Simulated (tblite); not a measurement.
C5H7ClFO2 (doublet state).
SMILES with atom numbers: `[F:1][C@@:2]1([CH2:3][CH2:4][Cl:5])[CH:6][O:7][CH2:8][O:9]1` (hydrogens: H10, H11 on C3; H12, H13 on C4; H14 on C6; H15, H16 on C8)

A start from a force field or distance geometry was refined with GFN2-xTB geometry optimisation, gas phase in tblite. Values at the start:

```tsv
coordinate	start
F1–C2	1.368 Å
C2–C3	1.526 Å
C2–C6	1.465 Å
C2–O9	1.417 Å
C3–C4	1.508 Å
C3–H10	1.100 Å
C3–H11	1.094 Å
C4–Cl5	1.776 Å
C4–H12	1.108 Å
C4–H13	1.102 Å
C6–O7	1.364 Å
C6–H14	1.075 Å
O7–C8	1.440 Å
C8–O9	1.425 Å
C8–H15	1.102 Å
C8–H16	1.108 Å
F1–C2–C3	108.6°
F1–C2–C6	110.9°
C2–C6–O7	113.5°
C2–O9–C8	104.2°
C3–C2–C6	115.5°
C3–C2–O9	111.2°
C6–O7–C8	101.7°
O7–C8–O9	110.9°
F1–C2–C6–O7	103°
C2–C6–O7–C8	-4°
C6–O7–C8–O9	18°
O7–C8–O9–C2	-26°
```

Problem. How do these coordinates change at the GFN2-xTB level?

Solution. 
```json
{"coordinate": "F1–C2", "GFN2-xTB (Å or °)": "1.432", "change": "+0.064"}
{"coordinate": "O7–C8", "GFN2-xTB (Å or °)": "1.404", "change": "-0.036"}
{"coordinate": "C2–O9", "GFN2-xTB (Å or °)": "1.387", "change": "-0.030"}
{"coordinate": "C8–O9", "GFN2-xTB (Å or °)": "1.403", "change": "-0.022"}
{"coordinate": "C4–H12", "GFN2-xTB (Å or °)": "1.089", "change": "-0.019"}
{"coordinate": "C2–C6", "GFN2-xTB (Å or °)": "1.483", "change": "+0.018"}
{"coordinate": "C4–H13", "GFN2-xTB (Å or °)": "1.089", "change": "-0.013"}
{"coordinate": "C3–C4", "GFN2-xTB (Å or °)": "1.521", "change": "+0.013"}
{"coordinate": "C3–H10", "GFN2-xTB (Å or °)": "1.090", "change": "-0.010"}
{"coordinate": "C8–H15", "GFN2-xTB (Å or °)": "1.096", "change": "-0.006"}
{"coordinate": "C6–H14", "GFN2-xTB (Å or °)": "1.069", "change": "-0.006"}
{"coordinate": "C8–H16", "GFN2-xTB (Å or °)": "1.104", "change": "-0.004"}
{"coordinate": "C3–H11", "GFN2-xTB (Å or °)": "1.091", "change": "-0.003"}
{"coordinate": "C4–Cl5", "GFN2-xTB (Å or °)": "1.779", "change": "+0.003"}
{"coordinate": "C6–O7", "GFN2-xTB (Å or °)": "1.362", "change": "-0.002"}
{"coordinate": "C2–C3", "GFN2-xTB (Å or °)": "1.525", "change": "-0.001"}
{"coordinate": "C6–O7–C8", "GFN2-xTB (Å or °)": "107.1", "change": "+5.4"}
{"coordinate": "C2–C6–O7", "GFN2-xTB (Å or °)": "108.7", "change": "-4.8"}
{"coordinate": "C2–O9–C8", "GFN2-xTB (Å or °)": "107.6", "change": "+3.4"}
{"coordinate": "O7–C8–O9", "GFN2-xTB (Å or °)": "107.9", "change": "-3.0"}
{"coordinate": "F1–C2–C3", "GFN2-xTB (Å or °)": "106.6", "change": "-2.0"}
{"coordinate": "C3–C2–C6", "GFN2-xTB (Å or °)": "116.9", "change": "+1.4"}
{"coordinate": "F1–C2–C6", "GFN2-xTB (Å or °)": "109.6", "change": "-1.3"}
{"coordinate": "C3–C2–O9", "GFN2-xTB (Å or °)": "112.4", "change": "+1.2"}
{"coordinate": "C2–C6–O7–C8", "GFN2-xTB (Å or °)": "3", "change": "+7"}
{"coordinate": "C6–O7–C8–O9", "GFN2-xTB (Å or °)": "12", "change": "-6"}
{"coordinate": "F1–C2–C6–O7", "GFN2-xTB (Å or °)": "99", "change": "-4"}
{"coordinate": "O7–C8–O9–C2", "GFN2-xTB (Å or °)": "-23", "change": "+3"}
```

The energy falls by 16.9 kJ/mol over 40 L-BFGS steps, the largest force on an atom goes from 1.96 to 0.010 eV/Å, and the atoms move by 0.081 Å rms after alignment. The bond that changes most is F1–C2 (ends: fluorine bonded to C; carbon bonded to 2 C, F and O), which lengthens by 0.064 Å. Bonds longer at the end by more than 0.005 Å: 3 of 16; shorter: 8. Among the dihedrals that turn most is F1–C2–C6–H14, from -76° to -53°. Rotational constants go from 3623, 629.7, 623.8 to 3637, 631.7, 620.8 MHz.

Hardware: an Arm Neoverse V2 with one thread (shared host). Cost: 0.24 s of wall time.

Its GFN2-xTB frequencies are all real (lowest 59 cm⁻¹). 3 starts were optimised and ended at 0.00, 1.87 and 2.66 kcal/mol (GFN2-xTB); the lowest of these is shown.

One conformer stands for the species.

All values are computed, not measured.
